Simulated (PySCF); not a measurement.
ethylene carbonate anion (C3H4O3), SMILES O=C1OCCO1 (connectivity only; charge and spin as stated), charge -1, multiplicity 2.

The structure is a stationary point at B3LYP-D3(BJ)/def2-SVPD. The spin state was assumed, not searched. One conformer was computed; it need not be the lowest.

All values below come from SMD-M06-2X/def2-SVPD in PySCF.

Solvation free energies are E(SMD) − E(gas) at the gas-phase geometry, for 1 M in both phases.

Computed solvation free energies in water, diethylether, 1-octanol:
| solvent | ΔG(solv) (kcal/mol) | its non-electrostatic (CDS) part |
|---|---|---|
| water | -69.7 | 4.2 |
| diethylether | -45.6 | -1.7 |
| 1-octanol | -60.5 | 3.8 |
